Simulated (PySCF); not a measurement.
C2H3O3, charge -1, multiplicity 1.

```xyz
8

C     -0.0339    -1.7584     0.0000
O     -0.7432    -0.5474     0.0000
C      0.0618     0.6591     0.0000
O     -0.6267     1.6862     0.0000
O      1.2928     0.4719     0.0000
H      0.6152    -1.8599    -0.8878
H      0.6152    -1.8599     0.8878
H     -0.7808    -2.5698     0.0000
```
Charge -1, spin multiplicity 1.

Coordinates come from a B3LYP-D3(BJ)/def2-SVPD optimisation. The multiplicity is an assumed one; other spin states were not compared. The isomer is the one that the SMILES or the coordinates give; other isomers of the formula were not compared.

All values below come from PBE/pcSseg-1 run with PySCF. Non-relativistic, no solvent.

Computed absolute GIAO shielding of each atom: isotropic value and principal components (ppm):
| atom | σ(iso) | σ11 | σ22 | σ33 | span |
|---|---|---|---|---|---|
| C1 | 126.9 | 100.4 | 108.6 | 171.6 | 71.1 |
| O2 | 181.2 | 59.9 | 164.3 | 319.3 | 259.3 |
| C3 | 22.6 | -67.0 | 26.0 | 109.0 | 176.0 |
| O4 | 89.9 | -41.7 | 73.2 | 238.1 | 279.8 |
| O5 | 93.0 | -28.2 | 38.1 | 269.0 | 297.2 |
| H6 | 28.0 | 24.7 | 25.8 | 33.3 | 8.6 |
| H7 | 28.0 | 24.7 | 25.8 | 33.3 | 8.6 |
| H8 | 28.3 | 25.0 | 26.7 | 33.3 | 8.3 |
